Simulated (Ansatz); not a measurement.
A run for Ansatz (an electronic-structure program): R-wB97M-V/def2-TZVPP on CH6GeTe (SMILES C[Te][GeH3]), a point of a torsion scan. Elements past Kr take the def2 small-core potentials; no spin–orbit coupling.

Ansatz 0.2 input:
```yaml
crystal:
  periodic: [false, false, false]
  atoms:
    - {symbol: C, position_ang: [1.72620610, -0.15207068, 0.16181554]}
    - {symbol: Te, position_ang: [0.48151740, 0.84946228, -1.29920864]}
    - {symbol: Ge, position_ang: [-1.63994577, 0.18683752, -0.12931047]}
    - {symbol: H, position_ang: [1.50399481, -1.21081158, 0.18184982]}
    - {symbol: H, position_ang: [2.75841208, -0.00937218, -0.12557874]}
    - {symbol: H, position_ang: [1.56708317, 0.27175297, 1.14453718]}
    - {symbol: H, position_ang: [-1.34383617, -0.62132914, 1.09856059]}
    - {symbol: H, position_ang: [-2.57430403, -0.65243413, -0.95365995]}
    - {symbol: H, position_ang: [-2.48528771, 1.33841573, 0.33567726]}
basis:
  gaussian:
    orbitals: def2-TZVPP
hamiltonian:
  xc: {name: wB97M-V}
scf: {lower_state_search: off}
```

Output:

```
WARN ansatz: RAYON_NUM_THREADS=1 ignored (pool sized by the plan → 1); use --threads N
Functional definition: wB97M-V
these checks for a lower state are left out or cut short: stability, starts, cluster_reference, orbital_swaps, neighbouring_geometries, increment
integrals: 0.19 GiB planned
1331 factors; their error is unknown
integrals: 0.22 GiB planned
305 factors; integrals over basis functions are off by at most 1.7e-5 eV
mean field: 1.58 GiB planned
mean field evaluation 1: about -64939.5288 eV, gradient 3.5e1 eV
mean field evaluation 2: about -64940.0498 eV, gradient 3.2e1 eV
mean field evaluation 4: about -64941.9622 eV, gradient 1.1e0 eV
mean field evaluation 8: about -64941.9715 eV, gradient 3.4e-2 eV
mean field evaluation 16: about -64942.1558 eV, gradient 1.0e-4 eV
mean field -64942.15579287 eV, -2386.5802060137 hartree, gradient 8.2e-6 eV, S^2 0.000000; 0 other end points of the search recorded, 0 dependent functions left out
reference -64942.15584166 eV, -2386.5802078069 hartree; 34, 34 occupied and 179, 179 virtual orbitals, 1331 factors
Total energy: -64942.15584166 eV, -2386.5802078069 hartree
Checks for a lower state left out: stability, starts, cluster_reference, orbital_swaps, neighbouring_geometries, increment
```

The calculation finished and met its thresholds.

Cost: around 8 core-seconds (rough).
